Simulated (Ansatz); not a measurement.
`F[SiH2][GaH2]` → `[F][GaH2]` + `[SiH2]` at 700 K and 1 bar (silylene formation by 1,1-elimination).

Computed with Ansatz on PBE0-D4/def2-TZVP structures; ΔE is electronic, products minus reactants. CCSD(T)/CBS is the MP2 limit (def2-TZVPP, def2-QZVPP) plus CCSD(T) − MP2 in def2-TZVPP, frozen cores. This one scheme is used for every species. For Ga outer-core shells are correlated without core-valence functions, which leaves a few kJ/mol of doubt a bond. Scalar relativity is left out up to krypton.

```csv
species,CCSD(T)/CBS energy (Eh),H − E (kJ/mol),S (J/(mol·K))
`F[SiH2][GaH2]`,-2315.24935,146.8,413.0
`[F][GaH2]`,-2024.95631,74.9,302.8
`[SiH2]`,-290.19011,56.3,240.4
```

H − E and S are ideal-gas, rigid-rotor, harmonic terms from PBE0-D4/def2-TZVP. 1 Eh = 2625.50 kJ/mol, R = 8.31446 J/(mol·K).

Question: By hand: ΔE, ΔH, ΔS and ΔG.

Answer: ΔE = (-2024.95631) + (-290.19011) − (-2315.24935) = 0.10293 Eh = 270.2 kJ/mol. Δ(H − E) = 74.9 + 56.3 − 146.8 = -15.6, so ΔH = 254.6 kJ/mol. ΔS = 302.8 + 240.4 − 413.0 = 130.2 J/(mol·K). ΔG = 254.6 − 700 × (130.2)/1000 = 163.5 kJ/mol.

Question: By hand: the equilibrium constant, and the temperature at which ΔG would vanish if ΔH and ΔS stayed fixed.

Answer: log₁₀ K = −ΔG/(RT ln 10) = -12.2. ΔG = 0 at ΔH/ΔS = 1955 K.

The number of gas molecules changes by +1, which sets the sign of ΔS. A doubt of 5 kJ/mol in ΔE shifts log₁₀ K by 0.4 here. These are equilibria of isolated gas molecules and say nothing of rates. Largest T1 diagnostic: 0.014 (customary marks: 0.02 for closed shells, 0.045 for open ones).
